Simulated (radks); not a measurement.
All-electron atom: the praseodymium ion Pr23+ in [Kr].

Calculated with a radial shooting solver on a logarithmic mesh with Libxc functionals: Dirac Kohn-Sham, exchange-only PBE, spin-unpolarised, spherical densities, finite nucleus; Fermi nuclear charge, rms radius 4.8919 fm.

Energy parts (hartree):
total: -9008.2557
kinetic: 9709.5011
electron-nucleus: -21060.3602
Hartree: 2532.3216
exchange: -189.7183

Orbitals (lengths in bohr, moments of r in powers of bohr; <r^-3> diverges for s and p1/2; r(max) is where P^2 peaks):
| orbital | occ. | eigenvalue (hartree) | <r^4> | <r^-3> | <1/r> | r(max) |
|---|---|---|---|---|---|---|
| 1s1/2 | 2 | -1560.516 | 1.646e-06 | - | 64.68 | 0.01541 |
| 2s1/2 | 2 | -272.1274 | 0.0002678 | - | 15.29 | 0.08738 |
| 2p1/2 | 2 | -258.6483 | 0.0001680 | - | 15.27 | 0.06649 |
| 2p3/2 | 4 | -240.9055 | 0.0002110 | 7520 | 13.78 | 0.07183 |
| 3s1/2 | 2 | -77.39316 | 0.01044 | - | 5.578 | 0.2482 |
| 3p1/2 | 2 | -71.69616 | 0.009593 | - | 5.494 | 0.2348 |
| 3p3/2 | 4 | -68.10722 | 0.01134 | 1565 | 5.122 | 0.2462 |
| 3d3/2 | 4 | -58.26826 | 0.008348 | 259.5 | 4.995 | 0.1967 |
| 3d5/2 | 6 | -57.48582 | 0.008788 | 235.2 | 4.901 | 0.1999 |
| 4s1/2 | 2 | -32.05296 | 0.1899 | - | 2.528 | 0.5537 |
| 4p1/2 | 2 | -29.79159 | 0.2023 | - | 2.455 | 0.5559 |
| 4p3/2 | 4 | -28.81008 | 0.2290 | 434.1 | 2.340 | 0.5756 |

The highest occupied level is 4p3/2 at -783.96 eV. The density falls to 0.001 e/bohr^3 at r = 1.43 bohr. Summed over all electrons, <r^2> = 4.547 bohr^2, which gives a Langevin (diamagnetic) susceptibility term of -3.6 x 10^-6 cm^3/mol.
